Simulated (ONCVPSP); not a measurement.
# Varying the ONCV potential for tungsten

Base potential:

W (Z = 74), optimised norm-conserving Vanderbilt (ONCV), made with ONCVPSP 4.0.1 (revPBE, scalar-relativistic). Core [Kr] 4d10 4f14, reference 5s2 5p6 5d4.5 6s1.5. Waves: 5s+6s: rc 1.85 bohr, ncon 5, nbas 10, qcut 5.7 1/bohr, 2 projectors; 5p: rc 1.65 bohr, ncon 3, nbas 6, qcut 9.5 1/bohr, 2 projectors, debl 2 Ha; 5d: rc 2.05 bohr, ncon 3, nbas 7, qcut 8.2 1/bohr, 2 projectors, debl 3.3 Ha; f scattering state at 0.38 Ha: rc 2.25 bohr, ncon 4, nbas 7, qcut 4.4 1/bohr, 2 projectors, debl 1.5 Ha. Local part: polynomial inside 1.50 bohr (lpopt 3, dvloc0 0 Ha). Core correction: Teter function, fcfact 3.25, rcfact 1.05.

Cutoffs, loose and tight: the cutoffs (Ha) at which the residual kinetic energy of the hardest occupied pseudo-wave falls to 1 and 0.1 mHa per electron. They do not see the model core or the augmentation charge, which bear on the density cutoff. Test errors are all-electron minus pseudo excitation energies from the reference, over the configurations 5s2 5p6 5d4 6s2; 5s2 5p6 5d4 6s1; 5s2 5p6 5d4 6s0; 5s2 5p5 5d4 6s2. A dash means not determined; rows that change the core or the reference have their own tests.

```tsv
change	outcome	cutoff, loose	cutoff, tight	bound ghosts	GHOST(+) flags above zero	largest test error (meV)
base	generated	28 Ha	36 Ha	none	f	-111
functional PBE	generated	28 Ha	36 Ha	none	f	-109
core correction Teter function, fcfact 1.4, rcfact 1.05	generated	28 Ha	36 Ha	none	f	-112
local potential polynomial inside 1.60 bohr (lpopt 5, dvloc0 0 Ha)	generated	28 Ha	36 Ha	none	f	-115
d: rc 2.58	generated	28 Ha	36 Ha	none	f	-118
```

(1) What comes out with this change to the base: reference 5s2 5p6 5d4 6s1.75?

(2) What comes out with this change to the base: p: rc 1.62?

Results:

(1) outcome: generated; cutoff, loose: 28 Ha; cutoff, tight: 36 Ha; bound ghosts: none; GHOST(+) flags above zero: f; largest test error (meV): -6.6.

(2) outcome: generated; cutoff, loose: 29 Ha; cutoff, tight: 36 Ha; bound ghosts: none; GHOST(+) flags above zero: f; largest test error (meV): -107.
